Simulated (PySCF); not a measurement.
GeHI, SMILES [I][GeH] (connectivity only; charge and spin as stated), neutral, multiplicity 1. Coordinates come from a PBE-D3(BJ)/def2-TZVP optimisation. The def2 effective core potentials stand for the cores of I; spin–orbit coupling is left out.

Computed with PySCF with PBE-D3(BJ)/def2-TZVP.

Harmonic wavenumbers (cm⁻¹): 232, 632, 1831. Rotational constants (GHz): 195.6, 1.645, 1.631; symmetry number 1.

Q: Work out the zero-point energy and the ideal-gas rigid-rotor harmonic-oscillator thermochemistry at 298.15 K and 1 atm.

A: ZPE = ½ Σ hcν = ½ × 2695 cm⁻¹ = 3.85 kcal/mol. H − E(el) = 6.64 kcal/mol. Entropy in cal/(mol K): translation 41.79, rotation 23.93, vibration 2.27, total 67.99. G − E(el) = -13.64 kcal/mol. Cp = 10.73 cal/(mol K).
